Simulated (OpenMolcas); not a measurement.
Cr4+ (d2) among equal point charges was computed by CASSCF with the d shell active (OpenMolcas, ANO-RCC-VDZP on the metal). Its lowest spin-free states, and all those of the highest spin:

```
2S+1  Degeneracy  E (cm-1)
   3           1       0.0
   3           2      1307
   3           1      5552
   3           2      6446
   3           1     12465
   1           1     16920
   1           1     17798
   1           2     18652
   1           1     20277
   3           2     22908
   1           2     27177
   1           1     27495
   3           1     27513
```

Problem. Is the site octahedral, tetrahedral or cube-like, axial, or of lower symmetry?

Solution. The states with 2S+1 = 3 have orbital degeneracies 1, 2, 1, 2, 1, 2, 1. There are pairs but no triples, so the site is axial: not cubic, but with a proper or improper axis of order three or more. The run had Cr4+ among 6 point charges of -2 e arranged as a tetragonal octahedron (D4h), 1.7 Å from the ion, with the axial distance 1.853 Å.

Without dynamic correlation the repulsion within the d shell is too large (B by tens of per cent), so at a given field states of lower spin stand too high. This is an electrostatic model: the charges have no orbitals. No measured value stands beside these numbers.
